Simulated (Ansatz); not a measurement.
B3As3, relaxed as a singlet with RKS r2SCAN-D4/def2-SVP in Ansatz, starting from the GFN2-xTB geometry. Force threshold 0.02 eV/Å.

The structure comes from a short search, and lower isomers may exist.

Start:

```csv
atom,x (Å),y (Å),z (Å)
B1,0.462,-0.430,0.621
B2,-0.952,-0.712,-0.464
B3,-1.089,0.478,0.465
As4,0.736,-1.600,-0.918
As5,0.397,1.364,1.387
As6,0.446,0.900,-1.091
```

```
step   energy (eV)  largest force component (eV/Å)  SCF passes
   1  -184526.2618                           1.311          19
   2  -184526.3779                           0.427          20
   3  -184526.4057                           0.096          20
   4  -184526.4075                           0.098          21
   5  -184526.4092                           0.026          21
   6  -184526.4092                           0.005          14
```

Force components are those of the run's own axes.

End:

```xyz
6

B     0.367   -0.449    0.630
B    -0.961   -0.721   -0.481
B    -1.100    0.497    0.467
As    0.816   -1.606   -0.904
As    0.476    1.364    1.406
As    0.403    0.915   -1.117
```

By distances, no bond broke or formed. The bond that changes most is B3–As5, from 1.96 to 2.03 Å (atoms count from 1).

No frequencies were taken in this run, so the end may be a saddle point.

It took 15 s on 4 threads of Arm Neoverse V2 on a shared host.
